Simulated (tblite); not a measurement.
Species: C₇H₇FSi (charge +1 and doublet state).
Numbering: `[CH2+:1][CH:2][C:3]#[C:4][C:5]#[C:6][CH2:7][SiH2:8][F:9]` (hydrogens: H10, H11 on C1; H12 on C2; H13, H14 on C7; H15, H16 on Si8)
Bond orders are those of one Lewis drawing.

Computed with GFN2-xTB (tblite), gas phase: L-BFGS steps from a force-field or distance-geometry start until the largest atomic force falls under 0.01 eV/Å.

Geometry at step 6:
```
atom  x, y, z in Å
C1      4.4776   -0.3739   -0.1844
C2      3.7109    0.5218   -0.8415
C3      2.3610    0.6563   -0.5945
C4      1.1199    0.6025   -0.4707
C5     -0.1926    0.5064   -0.4587
C6     -1.4126    0.3885   -0.5212
C7     -2.7995    0.3128   -0.4761
Si8    -3.5096    0.1801    1.4258
F9     -4.0528   -1.3221    1.5968
H10     5.5640   -0.3633   -0.1588
H11     4.0032   -1.2336    0.2523
H12     4.2054    1.2666   -1.4691
H13    -3.2097   -0.5574   -0.9857
H14    -3.2776    1.1968   -0.9032
H15    -2.3866    0.3759    2.3059
H16    -4.6087    1.1190    1.4715
```

**Question.** Give the atomic forces at this geometry.

**Answer.** 
| atom | Fx (eV/Å) | Fy (eV/Å) | Fz (eV/Å) |
| --- | --- | --- | --- |
| C1 | 0.064 | -0.624 | -0.228 |
| C2 | 0.582 | 0.845 | 0.174 |
| C3 | -1.333 | -0.543 | -0.352 |
| C4 | 1.823 | -0.019 | -0.231 |
| C5 | -0.037 | 0.126 | 0.096 |
| C6 | -0.601 | -0.019 | 0.104 |
| C7 | -0.357 | 0.108 | 0.091 |
| Si8 | -0.047 | -0.277 | -0.157 |
| F9 | 0.228 | 0.506 | -0.177 |
| H10 | -0.353 | 0.113 | -0.269 |
| H11 | -0.012 | -0.016 | 0.528 |
| H12 | -0.278 | 0.107 | 0.236 |
| H13 | 0.120 | -0.229 | 0.148 |
| H14 | 0.164 | 0.075 | -0.020 |
| H15 | 0.143 | -0.082 | 0.131 |
| H16 | -0.106 | -0.071 | -0.072 |

The largest, 1.84 eV/Å, acts on C4; the rms over all components is 0.431 eV/Å. The forces sum to zero within rounding, as they must for an isolated molecule in no field.

**Question.** Give the force on C4 in Eh/bohr and in nN.

**Answer.** 1.838 eV/Å ÷ 51.422 = 0.03574 Eh/bohr, and 1.838 eV/Å × 1.602 = 2.94 nN.

**Question.** How far is this geometry from the end of the optimisation?

**Answer.** 0.326 eV above it, and 0.711 Å rms away after alignment. The bonds farthest from their final lengths, with half the difference of the two atoms' forces along the bond (positive lengthens):

| bond | now (Å) | final (Å) | force along bond (eV/Å) |
| --- | --- | --- | --- |
| C7–Si8 | 2.034 | 2.002 | -0.16 |
| C3≡C4 | 1.248 | 1.231 | -1.57 |
| Si8–F9 | 1.607 | 1.595 | -0.41 |
| C4–C5 | 1.316 | 1.326 | +0.92 |
| C1–H10 | 1.087 | 1.077 | -0.21 |
| Si8–H15 | 1.440 | 1.448 | +0.18 |

The angle farthest from its final value is C2–C3–C4, 170.7° against 178.7°.

Of the 5 listed bonds off by 0.010 Å or more, this force points towards the final length in 5.

The cost below is that of the whole relaxation. Hardware: Arm Neoverse V1, one thread, shared host with 32 logical CPUs at a one-minute load of 31. Cost: 1.2 s.
